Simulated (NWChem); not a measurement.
Species: C2H5ClOSi; SMILES Cl[SiH]1COC1

```xyz
10

Cl    -0.1561    -2.0877     0.0000
Si     0.5763    -0.1356     0.0000
C     -0.1308     1.2011    -1.1454
O     -0.0351     2.0998     0.0000
C     -0.1308     1.2011     1.1454
H      2.0575    -0.2272     0.0000
H      0.4572     1.5969    -1.9779
H     -1.1732     1.0648    -1.4658
H     -1.1732     1.0648     1.4658
H      0.4572     1.5969     1.9779
```
Atoms are numbered in this order, from 1.

All runs: NWChem. Pople sets run with spherical d functions. Coordinates come from a B3LYP/6-31G* (spherical d) optimisation. Level: B3LYP/6-31G* with SMD (1 M gas to 1 M solution), gas-phase geometry. Reactions with the solvent are ignored.

For solvent water:

```yaml
solvation free energy (kcal/mol): -2.0
cavity-dispersion-structure term (kcal/mol): 3.0
dipole in solution (D): 0.44
```

Problem. How do the values read with solvent toluene instead?

Solution. 
| Item | Result |
|---|---|
| solvation free energy (kcal/mol) | -3.3 |
| cavity-dispersion-structure term (kcal/mol) | -1.5 |
| dipole in solution (D) | 0.58 |
